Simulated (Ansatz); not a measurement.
A set of 12 reactions (isomerisation), with CCSD(T)/CBS values in kJ/mol:

| reaction | ΔE |
| --- | --- |
| `BC(F)[SiH2][SiH3]` → `FB([SiH3])C[SiH3]` | -242.0 |
| `C=C1[Se]B1O` → `C=C1OB1[SeH]` | 93.8 |
| `[SiH3]C1C=N1` → `C1=C[SiH2]N1` | -163.6 |
| `C=C1O[SiH2]1` → `[SiH3]C1=CO1` | 245.5 |
| `N=[C](O)[AlH2]` → `[NH2][AlH][CH]=O` | -92.6 |
| `F/C=C\C=C/F` → `C=C/C(F)=C\F` | 16.9 |
| `CCC[SiH2]Cl` → `C[SiH2]CCCl` | 117.6 |
| `F[SiH2]C(F)Cl` → `FC[SiH](F)Cl` | -166.1 |
| `O=CC1(O)CC1` → `CC(=O)/C=C\O` | -97.0 |
| `C#COCC` → `CC1(O)C=C1` | -10.1 |
| `CC(C)(C)C(C)(C)C` → `CCCC(CC)CC` | 10.8 |
| `O[SiH](Cl)O[SiH2]Cl` → `O[Si](Cl)(Cl)O[SiH3]` | 12.2 |

Program: Ansatz. Geometries: PBE0-D4/def2-TZVP. ΔE: electronic, gas phase. CCSD(T)/CBS adds triple-zeta CCSD(T) − MP2 to the extrapolated MP2 energy (def2 sets, frozen cores). Double bonds are as drawn, so ΔE can hold a change between cis and trans. DFT in def2-TZVPP. B3LYP here is the variant with VWN-RPA as its local correlation; programs differ in this. For Se outer-core shells are correlated without core-valence functions, which leaves a few kJ/mol of doubt a bond. Scalar relativity is left out up to krypton. Each species was taken in one conformer, which may not be the lowest.

Task: Give the mean, mean absolute and largest difference (level minus CCSD(T)/CBS, kJ/mol) for: PBE-D4, B3LYP-D4, ωB97X-V, ωB97M-V, B2PLYP, PBE, r2SCAN, B3LYP, HF/def2-QZVPP, MP2/def2-QZVPP, SCS-MP2/def2-QZVPP, HF/CBS(def2), MP2/CBS(def2), CCSD/CBS(def2). (An estimate is asked.)

Result: The calculation gave: 
```
             level  mean  mean absolute  largest
            PBE-D4  -0.2            8.3     20.0
          B3LYP-D4  -0.6            5.6    -17.0
           ωB97X-V   0.5            5.9    -19.0
           ωB97M-V   0.3            3.1    -12.2
            B2PLYP  -1.2            4.4    -14.0
               PBE  -1.2            9.2    -20.8
            r2SCAN  -1.3            4.1    -11.2
             B3LYP  -2.1            7.6    -28.5
     HF/def2-QZVPP  -1.3           10.8    -36.2
    MP2/def2-QZVPP   1.4            4.9     -9.6
SCS-MP2/def2-QZVPP   1.2            3.4     -6.5
      HF/CBS(def2)  -1.3           10.8    -36.2
     MP2/CBS(def2)   1.2            5.5     10.4
    CCSD/CBS(def2)   0.2            3.3     11.2
```

The largest T1 diagnostic in the set is 0.024, for `[SiH3]C1=CO1` (customary mark 0.02).

CCSD(T)/CBS is a level of theory with its own doubt, and the functionals carry their triple-zeta basis error, so these figures describe this set and don't rank the functionals.
